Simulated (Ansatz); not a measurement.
Two members of one family (Same ligands, another metal), computed with Ansatz in the gas phase; def2 core potentials for Ta, no spin–orbit coupling. A dash marks a value that wasn't run or was left out as unsound. The structures are stationary points that may keep the symmetry of their start. Remarks come from the PBE and PBE0 runs and from stability tests at other levels; not every state was tested.

First: [TaO2F2]- (singlet, charge -1, PBE-D4/def2-SVPD geometry).

```xyz
5

Ta   -0.014    0.011   -0.011
O    -1.765    0.177    0.308
O     0.385    1.032   -1.423
F     0.398   -1.864   -0.427
F     0.995    0.644    1.553
```

| level | HOMO (eV) | vertical IE (eV) |
| --- | --- | --- |
| PBE-D4/def2-TZVPD | -1.32 | 4.71 |
| r2SCAN-D4/def2-TZVPD | -1.60 | 4.73 |
| PBE0-D4/def2-SVPD | -2.94 | – |
| PBE0-D4/def2-TZVPD | -2.83 | 4.87 |
| CAM-B3LYP-D4/def2-TZVPD | -4.30 | – |

Metal–donor distances: 2 × O 1.79 Å, 2 × F 1.97 Å.

Second: [VO2F2]- (singlet, charge -1, PBE-D4/def2-SVPD geometry).

```xyz
5

V     0.027   -0.029    0.031
O     1.542   -0.541   -0.253
O    -0.457   -0.583    1.479
F    -1.086   -0.634   -1.269
F    -0.027    1.786    0.012
```

Task: Estimate the same table for the second.

Result: 
```csv
level,HOMO (eV),vertical IE (eV)
PBE-D4/def2-TZVPD,-1.60,5.10
r2SCAN-D4/def2-TZVPD,-1.93,5.14
PBE0-D4/def2-SVPD,-3.37,–
PBE0-D4/def2-TZVPD,-3.22,5.27
CAM-B3LYP-D4/def2-TZVPD,-4.73,–
```

Metal–donor distances: 2 × O 1.62 Å, 2 × F 1.82 Å. Remarks: restricted SCF unstable in HF, spin-contaminated (⟨S²⟩ up to 0.85) (neutral doublet).
